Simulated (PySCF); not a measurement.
Species: C₇H₁₂F₂O.
Atom-mapped SMILES: `[CH3:1][O:2][CH2:3][C@@H:4]([CH3:5])[C@H:6]1[C@H:7]([F:8])[C@@H:9]1[F:10]`

Geometry (GFN2-xTB, Å), atoms numbered from 1 in this order:
```xyz
22
C7H12F2O angstrom
C     -2.8989   -0.9634    0.2502
O     -1.6237   -0.6950   -0.2723
C     -1.1415    0.5821    0.0742
C      0.2918    0.7211   -0.4470
C      0.7594    2.1731   -0.3822
C      1.2246   -0.1636    0.3540
C      1.2231   -1.6558    0.1873
F      1.3664   -2.4225    1.2993
C      2.3923   -0.8486   -0.2947
F      3.5673   -0.9037    0.3865
H     -3.1599   -1.9705   -0.0672
H     -2.8970   -0.9144    1.3458
H     -3.6436   -0.2540   -0.1320
H     -1.1609    0.7129    1.1672
H     -1.7816    1.3602   -0.3719
H      0.2920    0.3803   -1.4871
H      1.7916    2.2485   -0.7136
H      0.6974    2.5474    0.6370
H      0.1428    2.8025   -1.0185
H      1.4087    0.1729    1.3680
H      0.5625   -2.1318   -0.5253
H      2.5767   -0.7582   -1.3586
```

Definitions: NICS(0) = −σiso at the ring centroid; NICS(1) = −σiso and NICS(1)zz = −σzz at ±1 Å along the ring normal z. Level: GIAO PBE0/pcSseg-1 (PySCF, non-relativistic, gas phase) on the GFN2-xTB geometry, one conformer.

Ring bond lengths (Å), with Mayer bond orders in brackets: C6–C7 1.501 (0.91), C7–C9 1.500 (0.92), C9–C6 1.501 (0.92).

Task: Give the NICS values of each ring in ppm.

Result: 
```
    ring                                            type  NICS(0)  NICS(1), two faces  NICS(1)zz, two faces  rms pucker (Å)  centre to ring atoms, mean (Å)
C6–C7–C9  3-membered carbocycle; formal bonds all single    -31.7        -4.5 / -10.4          -8.6 / -21.3            0.00                            0.87
```

Task: What do they say, and how far can they be read as aromaticity?

Result: 
- C6–C7–C9: mean NICS(1)zz -14.9 ppm, shielded. C6, C7, C9 have four or more neighbours; no verdict on aromaticity is drawn. The two faces differ by 12.7 ppm, so no symmetry operation interchanges them. NICS(0) lies 24 ppm below the mean NICS(1).

Task: At the first NICS(1) probe listed for ring C6–C7–C9, 1 Å off the ring, what do the in-plane components average?

Result: The isotropic value is a third of the trace: (3 × -4.5 − (-8.6))/2 = -2.5 ppm.

Task: Give the inner angles of the rings and the Hirshfeld charges of the ring atoms.

Result: 
- C6–C7–C9: C6 60.0° (-0.060 e), C7 60.0° (+0.034 e), C9 60.0° (+0.035 e); sum 180.0° against 180° for a flat convex ring.

Task: What are the shieldings of the ring atoms and their hydrogens in the same run (means over atoms taken as equivalent)?

Result: 
```tsv
atoms	environment	σ isotropic (ppm)	principal values of the symmetric part, first atom (ppm)
C6	three-membered-ring carbon	154.1	129.3, 130.8, 202.2
C7	sp3 C–F carbon	109.5	57.8, 88.9, 181.9
C9	sp3 C–F carbon	109.5	55.8, 86.3, 186.2
H20	methine hydrogen	30.62	25.8, 30.3, 35.8
H21	methine hydrogen	27.16	23.7, 27.1, 30.7
H22	methine hydrogen	27.69	22.7, 28.7, 31.6
```
